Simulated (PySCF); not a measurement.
Electronic structure of Sc⁺ (scandium, charge +1) at the BHandHLYP level

Configuration: [Ar] 4s1 5s1, high-spin 3S determinant (an excited configuration). Computed with PySCF 2.14 in x2c-QZVPPall with one added diffuse shell each of s, p, d, f, g type (12s8p6d4f3g, 121 functions), with the spin-free X2C one-electron Hamiltonian (Gaussian nucleus).

```
Total energy                        : -763.596 hartree
One-electron energy                 : -1032.398 hartree
Hartree (Coulomb) energy            : 307.514 hartree
Exchange-correlation energy         : -38.713 hartree
⟨S²⟩                                : 2.0000
⟨L²⟩                                : 0.000
Sum of ⟨r⟩                          : 21.48 bohr
Sum of ⟨r²⟩                         : 74.80 bohr²
Langevin diamagnetic susceptibility : -59.2 ×10⁻⁶ cm³/mol
```

| shell | electrons | mean orbital energy (hartree) | rms radius, mean of both spins (bohr) |
| --- | --- | --- | --- |
| 1s α | 1 | -164.86722 | 0.0845 |
| 1s β | 1 | -164.86268 | 0.0845 |
| 2s α | 1 | -19.04569 | 0.372 |
| 2s β | 1 | -19.03955 | 0.372 |
| 2p α | 3 | -15.67722 | 0.341 |
| 2p β | 3 | -15.67411 | 0.341 |
| 3s α | 1 | -2.95231 | 1.13 |
| 3s β | 1 | -2.93843 | 1.13 |
| 3p α | 3 | -2.03090 | 1.23 |
| 3p β | 3 | -2.02408 | 1.23 |
| 4s α | 1 | -0.57786 | 3.16 |
| 5s α | 1 | -0.20179 | 7.22 |

The outer electron is Rydberg-like, and this basis confines it to a smaller radius and binds it less than a complete one would.

Densities and radii are taken from the X2C orbitals without a picture-change correction, which distorts them close to the nucleus.
